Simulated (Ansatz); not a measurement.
Relaxation of H$_{13}$OPSi$_{4}$ (19 atoms, charge 0, multiplicity 1), to a largest force component of 0.03 eV/Å in at most 50 steps.

The calculation used RKS PBE0-D4/6-31G* (Ansatz).

```xyz
19
Properties=species:S:1:pos:R:3
Si 0.458 -0.542 -0.281
O -1.322 -0.417 1.993
H -2.202 -0.278 2.368
Si 2.268 -0.157 -1.716
H 2.972 -1.430 -2.054
H 1.791 0.468 -2.982
H 3.266 0.765 -1.096
Si -0.551 1.533 0.097
H -2.036 1.441 0.122
H -0.068 2.203 1.332
H -0.215 2.441 -1.041
Si -1.039 -1.960 -1.360
H -2.140 -2.390 -0.449
H -1.644 -1.284 -2.545
H -0.326 -3.179 -1.838
P 1.293 -1.454 1.552
H 0.500 -2.627 1.552
H 2.407 -2.100 0.959
H -0.697 -0.211 2.726
```

**Question.** Where does it end, and by what steps?

**Answer.** The forces met the threshold. After 11 steps the energy has fallen by 0.112 eV; H19 moved furthest, 0.48 Å.

```tsv
step	energy less start (eV)	largest force component (eV/Å)	accepted
0	0.0000	0.879	yes
1	-0.0840	0.447	yes
2	-0.0928	0.593	yes
3	-0.0992	0.340	yes
4	-0.1045	0.136	yes
5	-0.0332	0.700	no
6	-0.1073	0.048	yes
7	-0.1089	0.302	yes
8	-0.1102	0.173	yes
9	-0.1110	0.096	yes
10	-0.1021	0.231	no
11	-0.1119	0.020	yes
```

```xyz
19
Properties=species:S:1:pos:R:3
Si 0.532 -0.550 -0.352
O -1.393 -0.514 2.261
H -2.295 -0.188 2.143
Si 2.297 -0.126 -1.829
H 2.995 -1.394 -2.192
H 1.795 0.512 -3.081
H 3.297 0.791 -1.207
Si -0.514 1.488 0.125
H -2.003 1.380 0.132
H -0.063 2.054 1.429
H -0.172 2.491 -0.931
Si -0.997 -1.985 -1.381
H -2.081 -2.348 -0.423
H -1.621 -1.338 -2.573
H -0.324 -3.239 -1.828
P 1.421 -1.459 1.538
H 0.482 -2.515 1.669
H 2.385 -2.263 0.864
H -1.028 0.025 2.975
```

Whether the end is a true minimum wasn't checked by a vibrational analysis.

Run time: 96 s on 4 threads of Intel(R) Xeon(R) Platinum 8259CL CPU @ 2.50GHz (Skylake/Cascade Lake), on a shared host, peak memory 0.44 GiB.
